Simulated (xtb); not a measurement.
Br2Ge (SMILES [Br][Ge][Br]), singlet, from a rough starting geometry; GFN2-xTB in xtb.

Input for xtb:
```
$ xtb mol.xyz --gfn 2 --opt vtight --json

# file mol.xyz
3

Ge     0.03328864    -0.00244073     1.01968308
Br     1.00997536    -1.51955328    -0.50861914
Br    -1.01109432     1.52138010    -0.50487459
```

It wrote (shortened):

```
   ID    Z sym.   atoms
    1   32 Ge     1
    2   35 Br     2, 3

           -------------------------------------------------
          |                Calculation Setup                |
           -------------------------------------------------

           -------------------------------------------------
          |                 G F N 2 - x T B                 |
           -------------------------------------------------

          ...................................................
          :                      SETUP                      :
          :.................................................:
          :  # basis functions                  30          :
          :  # atomic orbitals                  27          :
          :  # shells                            9          :
          :  # electrons                        18          :
          :  max. iterations                   250          :
          :  Hamiltonian                  GFN2-xTB          :
          :  restarted?                      false          :
          :  GBSA solvation                  false          :
          :  PC potential                    false          :
          :  electronic temp.          300.0000000     K    :
          :  accuracy                    1.0000000          :
          :  -> integral cutoff          0.2500000E+02      :
          :  -> integral neglect         0.1000000E-07      :
          :  -> SCF convergence          0.1000000E-05 Eh   :
          :  -> wf. convergence          0.1000000E-03 e    :
          :  Broyden damping             0.4000000          :
          :  net charge                          0          :
          :  unpaired electrons                  0          :
          ...................................................

 iter      E             dE          RMSdq      gap      omega  full diag
   1     -9.8115022 -0.981150E+01  0.262E+01    1.34       0.0  T
   2     -9.7293008  0.822014E-01  0.213E+01    5.28       1.0  T
   3    -10.2366412 -0.507340E+00  0.107E+01    3.03       1.0  T
   4     -9.9536472  0.282994E+00  0.175E+01    1.61       1.0  T
   5    -10.2110911 -0.257444E+00  0.363E+00    3.72       1.0  T
   6    -10.2328901 -0.217991E-01  0.180E+00    3.44       1.0  T
   7    -10.2392370 -0.634689E-02  0.447E-01    3.23       1.0  T
   8    -10.2392844 -0.473190E-04  0.225E-01    3.20       1.0  T
   9    -10.2393134 -0.290051E-04  0.169E-01    3.20       1.0  T
[...]
         :: total energy             -10.235553924263 Eh    ::
 * total energy  :   -10.2355539 Eh     change       -0.4654233E-09 Eh
 * total energy  :   -10.2350817 Eh     change        0.4722180E-03 Eh
 * total energy  :   -10.2357487 Eh     change       -0.6670371E-03 Eh
 * total energy  :   -10.2357366 Eh     change        0.1214583E-04 Eh
 * total energy  :   -10.2357505 Eh     change       -0.1391315E-04 Eh
 * total energy  :   -10.2357514 Eh     change       -0.8851994E-06 Eh
 * total energy  :   -10.2357518 Eh     change       -0.4238006E-06 Eh
 * total energy  :   -10.2357521 Eh     change       -0.2340004E-06 Eh
 * total energy  :   -10.2357522 Eh     change       -0.1441406E-06 Eh
 * total energy  :   -10.2357522 Eh     change       -0.2094817E-08 Eh
   *** GEOMETRY OPTIMIZATION CONVERGED AFTER 10 ITERATIONS ***
         :: total energy             -10.235752200423 Eh    ::
[...]
        17                          0.0254351               0.6921
        18                          0.0282325               0.7682
        19                          0.0300671               0.8182
        20                          0.0335141               0.9120
       ...                                ...                  ...
        27                          1.3600886              37.0099
      -------------------------------------------------------------
                  HL-Gap            0.1215387 Eh            3.3072 eV
             Fermi-level           -0.3672479 Eh           -9.9933 eV

     #   Z          covCN         q      C6AA      α(0)
     1  32 Ge       1.670     0.403   246.287    32.821
     2  35 Br       0.853    -0.201   190.439    22.250
     3  35 Br       0.853    -0.201   190.439    22.250

 Mol. C6AA /au·bohr⁶  :       1850.232682
 Mol. C8AA /au·bohr⁸  :     135118.113679
 Mol. α(0) /au        :         77.320305

Wiberg/Mayer (AO) data.
largest (>0.10) Wiberg bond orders for each atom

 ---------------------------------------------------------------------------
     #   Z sym  total        # sym  WBO       # sym  WBO       # sym  WBO
 ---------------------------------------------------------------------------
     1  32 Ge   2.640 --     2 Br   1.320     3 Br   1.320
     2  35 Br   1.351 --     1 Ge   1.320
     3  35 Br   1.351 --     1 Ge   1.320
 ---------------------------------------------------------------------------

Topologies differ in total number of bonds
Writing topology from bond orders to xtbtopo.mol

molecular dipole:
                 x           y           z       tot (Debye)
 q only:        0.019       0.008       1.146
   full:        0.041       0.017       2.528       6.427
molecular quadrupole (traceless):
                xx          xy          yy          xz          yz          zz
 q only:       -0.354       3.297      -3.125       0.075      -0.010       3.478
  q+dip:        0.271       9.855      -8.011       0.133      -0.057       7.739
   full:        1.634      11.620      -8.130       0.079      -0.094       6.496

optimized geometry written to: xtbopt.xyz

           -------------------------------------------------
          | TOTAL ENERGY              -10.235752200423 Eh   |
          | GRADIENT NORM               0.000005126567 Eh/α |
          | HOMO-LUMO GAP               3.307237458401 eV   |
           -------------------------------------------------

normal termination of xtb
```
